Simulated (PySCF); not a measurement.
## Spinor energies of Fe¹³⁺ (iron, charge +13)

Start: [Ne] 3s2 3p1; 3p1/2 filled at m_j = +1/2. Calculated with PySCF 2.14 in an even-tempered Gaussian basis (19 s from 1 bohr⁻², ratio 2.4; 13 p from 1.3 bohr⁻², ratio 2.4; 5 d from 5.4 bohr⁻², ratio 2.6; 4 f from 8.2 bohr⁻², ratio 2.6): generalised Hartree-Fock with the X2C-1e Hamiltonian and a Gaussian nucleus; one run each with spin-orbit coupling (SO) switched off, then screened by Boettger's factors.

```
spinor shell  electrons  ε, spin-free (eV)  ε, screened SO (eV)  weight of nominal j (screened SO)  rms radius, screened SO (bohr)
       1s1/2          2            -7575.5              -7575.2                              1.000                          0.0674
       2s1/2          2            -1266.8              -1266.7                              1.000                           0.284
       2p1/2          2            -1133.5              -1143.4                              1.000                           0.254
       3s1/2          2            -422.16              -422.07                              0.999                           0.740
       3p1/2          1            -390.06              -391.65                              0.998                           0.738
```

Question: Where does 2p3/2 lie, and what is the 2p spin-orbit splitting (screened SO)?

Answer: At -1128.5 eV, 14.875 eV above 2p1/2.

| quantity | spin-free | screened SO |
| --- | --- | --- |
| E (hartree) | -1197.16644 | -1197.24466 |
| M_J | 1/2 | 1/2 |
| ⟨J²⟩ | 1.078 | 0.760 |
| ⟨L²⟩ | 2.012 | 2.011 |
| ⟨S²⟩ | 0.754 | 0.754 |

Each row is a mean over spinors that exchange with the open shell spreads, by up to 4.508 eV (2p1/2).

Without spin-orbit coupling the j labels of p, d and f shells carry no meaning; the spin-free column gives the mean over the occupied spinors of each nl shell, and its ⟨J²⟩ belongs to a mixture of degenerate components.
